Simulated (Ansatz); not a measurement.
Reaction (ligand exchange at a Ga–C bond): `N=C[CH2][GaH][NH2]` + H₂Se → `[NH2][GaH][SeH]` + `CC=N`

Isolated molecules relaxed with PBE0-D4/def2-TZVP in Ansatz; ΔE leaves out vibrations. CBS: MP2 limit from def2 TZ/QZ plus the TZ coupled-cluster correction, frozen cores. DFT in def2-TZVPP. B3LYP here is the variant with VWN-RPA as its local correlation; programs differ in this. For Ga, Se outer-core shells are correlated without core-valence functions, which leaves a few kJ/mol of doubt a bond. Scalar relativity is left out up to krypton. Each species was taken in one conformer, which may not be the lowest.

```
             level  ΔE (kcal/mol)  difference from CCSD(T)/CBS
            PBE-D4          -26.1                          0.6
         r2SCAN-D4          -27.2                         -0.5
           PBE0-D4          -27.3                         -0.6
            B2PLYP          -27.5                         -0.8
               PBE          -26.6                          0.1
            r2SCAN          -27.4                         -0.7
              PBE0          -27.8                         -1.1
             B3LYP          -27.6                         -0.9
     HF/def2-TZVPP          -31.2                         -4.5
    MP2/def2-TZVPP          -26.9                         -0.2
   CCSD/def2-TZVPP          -27.1                         -0.4
CCSD(T)/def2-TZVPP          -26.6                          0.1
     HF/def2-QZVPP          -31.0                         -4.3
    MP2/def2-QZVPP          -26.9                         -0.2
SCS-MP2/def2-QZVPP          -27.1                         -0.4
    CCSD/CBS(def2)          -27.2                         -0.5
       CCSD(T)/CBS          -26.7                            0
```

Largest T1 diagnostic among the species: 0.014.

From PBE to PBE0 (25 % exact exchange), in def2-TZVPP and without D4, ΔE moves by −1.2 kcal/mol. The D4 term adds +0.8 kcal/mol with B3LYP and +0.5 kcal/mol with PBE0; it sums over pairs of atoms, weighted by their polarisabilities, and B3LYP, whose exchange is more repulsive, gets the larger term.
